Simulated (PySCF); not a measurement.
A GIAO shielding run with PySCF 2.14.0 with density-fitted response routines (density fitting, non-relativistic, gas phase) on `C=C=CCCCC`, C₇H₁₂:

```
$ OMP_NUM_THREADS=1 python probes_run.py task.json out

{"job": {"kind": "nmr", "xc": "PBE0", "basis": "pcSseg-1"}, "charge": 0, "multiplicity": 1}
C     -3.946454    -0.120356    -0.519032
C     -2.850328    -0.430536     0.095812
C     -1.747553    -0.722064     0.711550
C     -0.597448     0.229505     0.886877
C      0.659065    -0.289346     0.183479
C      1.849609     0.645927     0.379715
C      3.097662     0.128896    -0.325048
H     -4.795451     0.294614     0.001193
H     -4.062753    -0.271876    -1.580652
H     -1.604691    -1.713560     1.123655
H     -0.866397     1.209235     0.487634
H     -0.388283     0.342307     1.955011
H      0.452609    -0.396624    -0.884215
H      0.909118    -1.279131     0.573856
H      2.053726     0.751740     1.448018
H      1.597493     1.635615    -0.008059
H      2.921778     0.040090    -1.394809
H      3.934575     0.805976    -0.170079
H      3.373919    -0.851163     0.057959
```

Hardware: 1 thread of an Arm Neoverse V1, shared host. The job also computes population analyses, field gradients.

Q: How large is the calculation?

A: 54 electrons, 179 basis functions and 921 auxiliary functions.

Q: How long does it take, and how much memory does it need?

A: 23 s of wall time, with 14 SCF cycles and 5 response iterations; peak memory 0.76 GiB. Times on a shared host scatter by some tens of per cent.
